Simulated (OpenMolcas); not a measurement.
# Tm2+: moving the ligands

Tm2+ with 8 ligands (oxide) in square antiprismatic coordination (D4d) at 2.54 Å, a polar angle of 53.9° against the regular 57.3°. A charge of +1.75 e stands 2.8 Å behind each ligand. Ligand basis ANO-RCC-VDZP.

```json
{
  "Program": "OpenMolcas",
  "Method": "CASSCF",
  "Basis": "ANO-RCC-VDZP [7s6p4d2f1g]",
  "Scalar Hamiltonian": "DKH2, point nucleus",
  "Active space": "13 electrons in 7 orbitals (4f)",
  "State averaging": "2S+1 = 2 odd, 7 roots",
  "Spin-orbit coupling": "RASSI with atomic mean-field integrals over the reference wave functions"
}
```

Runs around this geometry, states. Energies in cm-1 above the lowest state or level, χT in cm3 K/mol.

```json
{"R (Å)": "2.5", "Ground state": "2S+1 = 2", "First state of that spin": "211.0", "First gap with spin-orbit (degeneracies)": "127.6 (2, 2)", "Width of lowest J": "238", "χT at 300 K": "2.518"}
{"R (Å)": "2.54", "Ground state": "2S+1 = 2", "First state of that spin": "181.9", "First gap with spin-orbit (degeneracies)": "103.0 (2, 2)", "Width of lowest J": "194", "χT at 300 K": "2.531"}
{"R (Å)": "2.71", "Ground state": "2S+1 = 2", "First state of that spin": "107.9", "First gap with spin-orbit (degeneracies)": "53.4 (2, 2)", "Width of lowest J": "159", "χT at 300 K": "2.554"}
```

Taking the width of the lowest J multiplet as R^-n, n = -ln(159 / 238) / ln(2.71 / 2.5) = 5.0 between the shortest and longest distance.

The oxide ions are held by bare point charges, a crude embedding. Without dynamic correlation the ligand-field splitting of an f shell can come out too small, at times by half. No measured value stands beside these numbers; the geometry is a model, was not optimised and need not be the one that this ion takes.

A state without a sure symmetry label is named by its multiplicity alone.
